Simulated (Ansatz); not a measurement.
# A ladder of methods for GeH2S (SMILES [SH][GeH])

The species is GeH2S (4 atoms), meant as a singlet with charge 0. As SMILES, `[SH][GeH]`. The shape is that of a PBE0-D4/def2-TZVP optimisation.

Quantity: the vertical energy of the triplet above the singlet, in eV. The values are calculated.

```
         level                    kind  program  value (eV)  less FCI/STO-3G  CPU time (all runs)
  SVWN5/STO-3G                     LDA   Ansatz        1.91            -0.10                5.6 s
    PBE/STO-3G                     GGA   Ansatz        1.83            -0.18                7.2 s
   PBE0/STO-3G           global hybrid   Ansatz        1.97            -0.04                5.3 s
  HSE06/STO-3G  range-separated hybrid   Ansatz        1.98            -0.03                6.7 s
RPA@PBE/STO-3G                     RPA   Ansatz        1.68            -0.33                 19 s
BCCD(T)/STO-3G   coupled cluster or CI   Ansatz        2.01             0.00                1.1 s
CCSD(T)/STO-3G   coupled cluster or CI   Ansatz        2.01             0.00               0.89 s
   CCSD/STO-3G   coupled cluster or CI   Ansatz        1.96            -0.05               0.86 s
    FCI/STO-3G      exact in the basis   Ansatz        2.01             0.00                 14 s
```

FCI/STO-3G is exact within its basis and frozen core, so for wave-function methods in that basis the difference is their error; functionals converge differently with the basis, so for them it is only a difference. All-electron rows without a relativistic Hamiltonian named are non-relativistic. The values span 1.68 to 2.01 eV. All rows use very small basis sets, so even the best lies far from the true value. In the correlated wave-function rows the outer d shell of Ge is correlated, in sets not made for it. CPU times are rough (shared hosts, several kinds of processor): they show what a rung costs within a factor of a few.
